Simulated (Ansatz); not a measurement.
H₅PSi, charge +1, doublet, geometry from GFN2-xTB (a state made from the parent by changing its charge; the spin is typed, not shown lowest). Base run: CCSD(T)/6-311G** run with Ansatz (an electronic-structure program).

Here is a job for Ansatz.
Ansatz 0.2 input:
```yaml
crystal:
  periodic: [false, false, false]
  atoms:
    - {symbol: Si, position_ang: [-1.19553190, 0.13092631, 0.11594985]}
    - {symbol: P, position_ang: [1.14738417, -0.11087790, -0.17090010]}
    - {symbol: H, position_ang: [-1.66185324, -0.91776619, -0.78486695]}
    - {symbol: H, position_ang: [-1.35575298, 1.51775643, -0.30773847]}
    - {symbol: H, position_ang: [-1.30606733, -0.13546430, 1.55078051]}
    - {symbol: H, position_ang: [1.79188379, -1.32956783, -0.01463819]}
    - {symbol: H, position_ang: [2.05847381, 0.69524216, 0.49666658]}
basis:
  gaussian:
    orbitals: 6-311G__.json
total_charge: 1
magnetization: {spin_polarized: true, initial_magnetization: 1}
correlation: {method: ccsd_t}
```
The basis file holds 6-311G** in the JSON format of the Basis Set Exchange.

Variants of this job, named by their change:

| change | ΔE vs base (kcal/mol) | MP2 correlation (Eh) | CC correlation without the perturbative part (Eh) | basis functions | core-seconds (rough) |
|---|---|---|---|---|---|
| base | 0.000 | -0.20400 | -0.24883 | 84 | 4 |
| method = rpa | ? | - | - | 84 | 0.6 |
| electrons = outside_noble_gas | 0.000 | -0.20400 | -0.24883 | 84 | 4 |
| diis_vectors = 2 | 0.000 | -0.20400 | -0.24883 | 84 | 4 |
| diis_vectors = 4 | 0.000 | -0.20400 | -0.24883 | 84 | 4 |
| electrons = all | ? | ? | ? | 84 | 20 |
| method = ccsd | 3.80 | -0.20400 | -0.24883 | 84 | 3 |
| method = bccd | 3.93 | -0.20400 | -0.24862 | 84 | 4 |
| fitting = cc-pVTZ-JKFIT (mean field), cc-pVTZ-RIFIT (correlation) | 0.027 | -0.20395 | -0.24881 | 84 | 3 |
| lower_state_search = off | 0.000 | -0.20400 | -0.24883 | 84 | 4 |

Task: Complete the blanks.

Result: 
- method = rpa, ΔE vs base (kcal/mol): -23.11
- electrons = all, ΔE vs base (kcal/mol): -157.6
- electrons = all, MP2 correlation (Eh): -0.45459
- electrons = all, CC correlation without the perturbative part (Eh): -0.49833
